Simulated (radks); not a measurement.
Initial-state core-level shifts of neutral scandium when its valence configuration changes from [Ar] 3d1 4s2. Method: non-relativistic Kohn-Sham, PBE, spin-unpolarised, spherical densities, point nucleus; computed with a radial shooting solver on a logarithmic mesh with Libxc functionals. Shifts are changes of the shell-averaged eigenvalues in eV (positive: less bound); the change of the density at the nucleus, which sets a Mossbauer isomer shift, is in e/bohr^3, on a base of 6191.

3d1 4s1 4p1: 1s -1.293; 2s -1.254; 3s -1.268; 3p -1.262; density at nucleus -2.1626
3d0.5 4s1 4p1.5: 1s -4.234; 2s -4.633; 3s -4.165; 3p -4.029; density at nucleus -1.2962
3d1 4p2: 1s -2.496; 2s -2.424; 3s -2.447; 3p -2.431; density at nucleus -4.5996
4s1 4p2: 1s -7.582; 2s -8.520; 3s -7.355; 3p -7.067; density at nucleus -0.2259
3d0.5 4s2 4p0.5: 1s -2.957; 2s -3.372; 3s -2.922; 3p -2.799; density at nucleus +1.1767
3d2 4s1: 1s +2.853; 2s +3.419; 3s +2.994; 3p +2.840; density at nucleus -3.1999
3d1.5 4s1 4p0.5: 1s +1.114; 2s +1.475; 3s +1.178; 3p +1.086; density at nucleus -2.7973
3d2.5 4p0.5: 1s +3.076; 2s +3.885; 3s +3.332; 3p +3.122; density at nucleus -5.3359
3d1 4s1.5 4p0.5: 1s -0.661; 2s -0.640; 3s -0.648; 3p -0.645; density at nucleus -1.0424
